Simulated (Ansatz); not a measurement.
Born–Oppenheimer molecular dynamics of CH4LiOSe (8 atoms, charge 1, multiplicity 1). It starts at the highest image of a converged band. Of that band: Neighbouring images differ by up to 1.8 eV, so the band resolves the path poorly. A vibrational analysis at the climbing image gives one clearly imaginary mode, 2065i cm⁻¹: a first-order saddle point.

Theory: RHF/def2-SVP (Ansatz).

```
ensemble                      : NVE (velocity Verlet)
time step                     : 0.5 fs
steps asked                   : 200
starting velocities drawn for : 300 K
seed                          : 12282
```

First frame:

```xyz
8
Properties=species:S:1:pos:R:3
Li -0.765 -2.131 -0.532
Se -2.130 0.250 -0.152
O -0.204 -0.363 -0.312
C 0.815 0.351 0.413
H -0.908 0.333 -1.162
H 0.684 0.173 1.477
H 1.775 -0.026 0.069
H 0.734 1.413 0.200
```

Problem. How far do the bonds stretch over the last three quarters of this one trajectory? (Pairs bonded in most of those frames.)

Solution. 
```
   bond  mean (Å)  spread (Å)  shortest  longest
Li1–Se2     2.526       0.157      2.32     2.79
  O3–C4     1.469       0.035      1.42     1.53
  O3–H5     0.981       0.084      0.85     1.10
  C4–H6     1.091       0.020      1.05     1.13
  C4–H7     1.091       0.017      1.06     1.13
  C4–H8     1.089       0.012      1.07     1.11
```

Mean temperature of the second half: 1484 K. The conserved energy stayed within 1.6 meV per atom of its start (net change -0.61 meV per atom), so the integration is sound. The system heated up, since it started high on the potential surface and ran downhill. A run of 0.1 ps of so small a system gives no equilibrium averages. The orbitals stay closed-shell, which can raise the energy where a bond breaks towards radicals; this wasn't checked here. Limits of this set-up: the dipole of an ion depends on the origin.

The run took 6.2 min on 1 thread of Arm Neoverse V1, with other jobs on the host, peak memory 0.18 GiB.
